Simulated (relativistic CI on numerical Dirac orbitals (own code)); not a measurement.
**Cu³⁺ in a cubic cluster: 2p photoemission with charge transfer**

Computed with a charge-transfer multiplet model of a cubic metal-ligand cluster with up to 2 ligand holes, Slater and spin-orbit integrals from Dirac-Coulomb-Breit ions, Slater integrals scaled by 0.8. The ground state mixes d8 with configurations of k ligand holes L, whose averages lie at kΔ + k(k − 1)U_dd/2; a core hole lowers each added d electron by U_cd. 300 K, Lorentzian 0.6 eV and Gaussian 0.8 eV FWHM.

Atomic integrals in eV (Slater integrals scaled, ζ unscaled), ground: F2dd 11.066, F4dd 6.905, zeta_d 0.110; with the core hole: F2dd 12.413, F4dd 7.786, zeta_d 0.150, zeta_core 13.370, F2cd 7.564, G1cd 5.867, G3cd 3.340.

Cluster parameters (eV): U_dd = 7.8, U_cd = 9.4, 10Dq = 0.6, 10Dq(ligand) = 0.6, V(eg) = 2.25, V(t2g) = -1.19, final-state hopping factor = 1.

| Case | n_d | d8 | d9L | d10L2 | S |
| --- | --- | --- | --- | --- | --- |
| Δ = -3.3 eV | 8.86 | 0.24 | 0.65 | 0.11 | 1.00 |
| Δ = -2.3 eV | 8.75 | 0.32 | 0.60 | 0.08 | 1.00 |
| Δ = -0.3 eV | 8.53 | 0.50 | 0.47 | 0.03 | 1.00 |
| Δ = 0.7 eV | 8.43 | 0.59 | 0.39 | 0.02 | 1.00 |
| Δ = 1.7 eV | 8.35 | 0.67 | 0.32 | 0.01 | 1.00 |

Weights, n_d and S are thermal averages at 300 K. Binding energies count from the first peak over 30 % of the highest in each spectrum, which can be another peak from case to case. The parameters are a model scan and need not match a compound or its usual spin state. Peaks in eV (height, largest 100):
- Δ = -3.3 eV: 0.0 (100), 7.6 (28), 8.8 (34), 20.2 (51), 27.8 (30)
- Δ = -2.3 eV: 0.0 (100), 7.1 (32), 8.2 (36), 14.9 (6), 16.1 (7), 17.1 (8), 20.2 (51), 27.2 (31), 37.5 (7)
- Δ = -0.3 eV: 0.0 (100), 6.4 (39), 7.1 (39), 12.0 (10), 13.0 (13), 14.1 (15), 17.0 (8), 20.2 (48), 26.5 (30), 34.5 (14)
- Δ = 0.7 eV: 0.0 (100), 6.3 (44), 11.8 (15), 12.8 (18), 15.7 (9), 20.3 (48), 26.4 (30), 33.3 (17)
- Δ = 1.7 eV: 0.0 (100), 6.4 (50), 11.8 (21), 14.6 (11), 20.5 (47), 26.6 (31), 32.3 (20)

Curve for Δ = -2.3 eV (points under 2 left out, the grid thinned):

| E (eV) | Intensity |
| --- | --- |
| -2.9 | 2.0 |
| -2.2 | 3.5 |
| -1.5 | 7.8 |
| -0.9 | 25.1 |
| -0.2 | 90.9 |
| 0.5 | 66.4 |
| 1.2 | 16.1 |
| 1.9 | 5.8 |
| 2.5 | 3.5 |
| 3.2 | 2.8 |
| 3.9 | 3.3 |
| 4.6 | 7.4 |
| 5.3 | 17.0 |
| 5.9 | 23.3 |
| 6.6 | 29.2 |
| 7.3 | 31.2 |
| 8.0 | 35.1 |
| 8.7 | 24.9 |
| 9.3 | 8.0 |
| 10.0 | 2.9 |
| 14.2 | 3.1 |
| 14.9 | 5.9 |
| 15.6 | 6.3 |
| 16.2 | 7.2 |
| 16.9 | 8.0 |
| 17.6 | 7.5 |
| 18.3 | 6.4 |
| 18.9 | 7.8 |
| 19.6 | 27.5 |
| 20.3 | 50.3 |
| 21.0 | 17.9 |
| 21.7 | 5.7 |
| 22.3 | 3.0 |
| 24.8 | 2.3 |
| 25.5 | 4.8 |
| 26.2 | 10.7 |
| 26.9 | 27.6 |
| 27.5 | 28.3 |
| 28.2 | 15.1 |
| 28.9 | 4.6 |
| 35.8 | 2.4 |
| 36.5 | 4.0 |
| 37.1 | 6.1 |
| 37.8 | 6.3 |
| 38.5 | 2.2 |

For the case Δ = -0.3 eV, Δ = -0.3 eV is smaller than U_dd = 7.8 eV, the charge-transfer side of the Zaanen-Sawatzky-Allen scheme (negative Δ: between configuration averages a ligand hole costs less than the nominal valence; multiplet and field energies can change this for the lowest states). With the core hole the configuration with one ligand hole lies at Δ − U_cd = -12.7, -11.7, -9.7, -8.7, -7.7 eV from the one without, in the order of the table; where this is negative the screened configuration lies lower.
